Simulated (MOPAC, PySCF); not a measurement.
CH2N2Si, SMILES `[H]/N=[SiH]/C#N`, neutral singlet in the gas phase. 

Cartesian coordinates (Å):
SMILES: [H]/N=[SiH]/C#N
```xyz
6

N      2.6285    -0.4297    -0.4326
C      1.5151    -0.1783    -0.5389
Si    -0.2324     0.3281    -0.7067
N     -1.3035    -0.8188    -0.7946
H     -0.3079     1.7965    -0.7289
H     -2.2997    -0.6977    -0.8885
```
Charge 0, spin multiplicity 1.

All levels are single points at this geometry (CAM-B3LYP-D3(BJ)/def2-TZVP); Pople sets use spherical d functions. Orbital energies aren't observables, and empty levels follow the basis.

B3LYP/6-311+G** in PySCF gives HOMO (eV) = -8.10.

**Question.** Estimate the HOMO (eV) from each of these levels: CAM-B3LYP-D3(BJ)/def2-TZVP in PySCF; PBE-D3(BJ)/def2-TZVP in PySCF; TPSSh-D3(BJ)/def2-TZVP in PySCF; B3LYP/3-21G in PySCF; B3LYP/6-31G* in PySCF; B3LYP/LANL2DZ in PySCF; BP86/6-31G* in PySCF; M06-2X/6-31G* in PySCF; SVWN5/6-31G* in PySCF; HF/3-21G in PySCF; HF/6-31G* in PySCF; PM3 in MOPAC.

**Answer.** 
| level | HOMO (eV) |
|---|---|
| CAM-B3LYP-D3(BJ)/def2-TZVP in PySCF | -9.70 |
| PBE-D3(BJ)/def2-TZVP in PySCF | -6.90 |
| TPSSh-D3(BJ)/def2-TZVP in PySCF | -7.55 |
| B3LYP/3-21G in PySCF | -7.47 |
| B3LYP/6-31G* in PySCF | -7.81 |
| B3LYP/LANL2DZ in PySCF | -7.80 |
| BP86/6-31G* in PySCF | -6.76 |
| M06-2X/6-31G* in PySCF | -9.47 |
| SVWN5/6-31G* in PySCF | -6.75 |
| HF/3-21G in PySCF | -10.80 |
| HF/6-31G* in PySCF | -10.88 |
| PM3 in MOPAC | -9.78 |
